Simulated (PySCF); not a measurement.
**Electron correlation in Sb (antimony, neutral)**

Starting occupation: [Kr] 4d10 5s1 5p3 6s1, 5s1/2 with m_j = +1/2, 5p3/2 with m_j = -1/2, +1/2, +3/2, 6s1/2 with m_j = +1/2. Computed with PySCF 2.14 in x2c-SVPall-2c with one added diffuse shell each of s, p type (7s9p4d, 54 functions), with X2C-1e with screened-nucleus spin-orbit coupling, Gaussian nucleus. Frozen: [Ar] 3d10; 23 electrons correlated; the 6 highest virtual spinors left out.

MP2 pair energies summed by pair of shells (mhartree):

| pair | energy | share (%) |
| --- | --- | --- |
| 4d-4p | -18.15 | 23.3 |
| 4d-4d | -13.75 | 17.7 |
| 5p-5p | -10.32 | 13.3 |
| 4p-4p | -9.90 | 12.7 |
| 4d-5p | -8.49 | 10.9 |
| 5p-6s | -6.20 | 8.0 |
| 4d-4s | -2.47 | 3.2 |
| 4p-5p | -1.86 | 2.4 |
| 4d-5s | -1.71 | 2.2 |
| 4p-4s | -1.64 | 2.1 |
| 5p-5s | -1.59 | 2.0 |
| 4s-4s | -0.46 | 0.6 |
| 4p-5s | -0.45 | 0.6 |
| 4d-6s | -0.37 | 0.5 |
| 4s-5p | -0.19 | 0.2 |
| 4s-5s | -0.09 | 0.1 |
| 4p-6s | -0.07 | 0.1 |
| 5s-6s | -0.03 | 0.0 |
| 4s-6s | -0.01 | 0.0 |

Total MP2 correlation energy: -77.75 mhartree.

The GHF reference relaxed away from the jj start to a determinant that is no pure jj level (⟨S²⟩ = 8.73, ⟨J²⟩ = 8.75); the energies belong to that determinant.

This basis was not built for core-valence correlation, so the inner-shell part is incomplete.
